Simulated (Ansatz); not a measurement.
Ansatz (a program for electronic structure) input:

Ansatz 0.2 input:
```yaml
crystal:
  periodic: [false, false, false]
  atoms:
    - {symbol: B, position_ang: [-0.63997598, -0.46592118, -0.04260013]}
    - {symbol: Br, position_ang: [-0.74773772, 1.20691781, -0.91323489]}
    - {symbol: Br, position_ang: [0.83916286, -1.14035765, 0.91932062]}
basis:
  gaussian:
    orbitals: aug-cc-pVTZ
total_charge: -1
magnetization: {spin_polarized: false}
correlation: {method: ccsd_t, electrons: outside_noble_gas}
```

Q: Which total energy does the run end on?

A: -5170.10746 Eh (CCSD(T)/aug-cc-pVTZ). The basis has 164 functions.

This state (charge -1, singlet) is run at the relaxed geometry of the species with charge 0 and multiplicity 2.
